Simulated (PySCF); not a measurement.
A PySCF script (with the pyscf-properties extension) for the NMR shieldings of `InChI=1S/C6H14O/c1-4-6(3)7-5-2/h6H,4-5H2,1-3H3/t6-/m1/s1`, on a GFN2-xTB geometry:

```python
import basis_set_exchange as bse
import numpy as np
from pyscf import gto, dft
from pyscf.prop import nmr

atoms = """
C    -2.659955   -1.149059   -0.237696
C    -1.776556   -0.021099    0.273411
O    -0.487198   -0.189414   -0.265471
C     0.523436    0.626201    0.297065
C     0.429244    2.078517   -0.181498
C     1.864733    0.004678   -0.104396
C     2.074676   -1.360543    0.537833
H    -2.693292   -1.123191   -1.323206
H    -2.254746   -2.108581    0.072057
H    -3.666824   -1.040542    0.156216
H    -1.729117   -0.043824    1.374411
H    -2.203859    0.947648   -0.027312
H     0.428347    0.607461    1.397792
H    -0.518065    2.523190    0.114120
H     0.508982    2.114087   -1.265393
H     1.234338    2.664654    0.253675
H     2.669579    0.682119    0.185571
H     1.873494   -0.098890   -1.190243
H     1.253517   -2.020500    0.272240
H     3.005925   -1.803186    0.193225
H     2.114422   -1.272783    1.621830
"""
names = dict.fromkeys(["C", "O", "H"], "pcSseg-1")
basis = {el: gto.basis.parse(bse.get_basis(n, elements=[el], fmt="nwchem")) for el, n in names.items()}
mol = gto.M(atom=atoms, basis=basis, charge=0, verbose=0)
mf = dft.RKS(mol, xc="PBE0")
mf.grids.level = 2
mf.grids.alignment = dft.numint.BLKSIZE   # the property module wants whole blocks of grid points
mf.conv_tol = 1e-9
mf.kernel()

calc = nmr.RKS(mf)   # GIAO
C = mf.mo_coeff
Co = C[:, mf.mo_occ > 0]
resp = mf.gen_response(singlet=True, hermi=2)
def vind(x):   # induced exchange potential for any number of trial vectors
    d = np.einsum("pi,xij,qj->xpq", C, 2 * x.reshape(-1, C.shape[1], Co.shape[1]), Co, optimize=True)
    return np.einsum("xpq,pi,qj->xij", resp(d - d.transpose(0, 2, 1)), C, Co, optimize=True).ravel()
mo1, _ = nmr.rhf.solve_mo1(calc, with_cphf=vind)
sigma = calc.kernel(mo1)
for i, s in enumerate(sigma):   # ppm
    w = np.linalg.eigvalsh((s + s.T) / 2)
    print("%2d %-2s iso %8.1f  s11 %8.1f  s22 %8.1f  s33 %8.1f" % (i, mol.atom_pure_symbol(i), w.mean(), *w))
```

Question: What are the results?

Answer: 
```
 0 C  iso    168.7  s11    153.2  s22    167.0  s33    185.9
 1 C  iso    118.4  s11     84.6  s22    104.5  s33    166.2
 2 O  iso    262.0  s11    213.1  s22    263.9  s33    308.9
 3 C  iso    104.4  s11     84.7  s22     88.0  s33    140.6
 4 C  iso    165.7  s11    146.7  s22    163.0  s33    187.4
 5 C  iso    151.3  s11    136.6  s22    145.4  s33    171.8
 6 C  iso    173.2  s11    158.6  s22    173.4  s33    187.5
 7 H  iso     30.3  s11     26.3  s22     28.6  s33     35.9
 8 H  iso     30.2  s11     26.1  s22     29.1  s33     35.5
 9 H  iso     30.7  s11     26.7  s22     27.7  s33     37.8
10 H  iso     28.5  s11     24.5  s22     28.0  s33     33.1
11 H  iso     27.7  s11     22.2  s22     28.6  s33     32.3
12 H  iso     28.6  s11     26.6  s22     28.0  s33     31.1
13 H  iso     29.9  s11     24.8  s22     29.4  s33     35.6
14 H  iso     30.8  s11     27.7  s22     28.6  s33     36.1
15 H  iso     31.0  s11     26.8  s22     28.8  s33     37.3
16 H  iso     30.5  s11     25.0  s22     30.6  s33     35.7
17 H  iso     30.3  s11     26.7  s22     29.8  s33     34.2
18 H  iso     30.1  s11     24.7  s22     30.8  s33     34.9
19 H  iso     30.7  s11     26.0  s22     27.9  s33     38.3
20 H  iso     31.0  s11     27.0  s22     28.8  s33     37.3
```

These numbers come from an equivalent density-fitted implementation of the same equations, which agrees with the script to about 0.01 ppm for H and up to a few tenths of a ppm for heavy atoms, so last digits may differ.

Question: Turn these shieldings into chemical shifts. References, each an isolated molecule treated in the same way: TMS for ¹³C (σ = 186.93 ppm), ¹H (σ = 31.72 ppm); ¹⁷O (σ = 336.08 ppm) vs H2O.

Answer: Averaging equivalent atoms: C 3: 82.5; C 1: 68.5; C 5: 35.7; C 4: 21.2; C 0: 18.2; C 6: 13.8; O 2: 74.1; H 11: 4.01; H 10: 3.18; H 12: 3.14; H 17: 1.47; H 7/8/9: 1.30; H 16: 1.25; H 13/14/15: 1.16; H 18/19/20: 1.10 ppm. Experimental scales use liquid or dissolved standards, which lie at an offset from isolated H2O (liquid H2O: subtract about 36 ppm).

Size and cost of the density-fitted run: 189 basis functions, 27 s wall time on 1 thread of an Arm Neoverse V1, shared host.
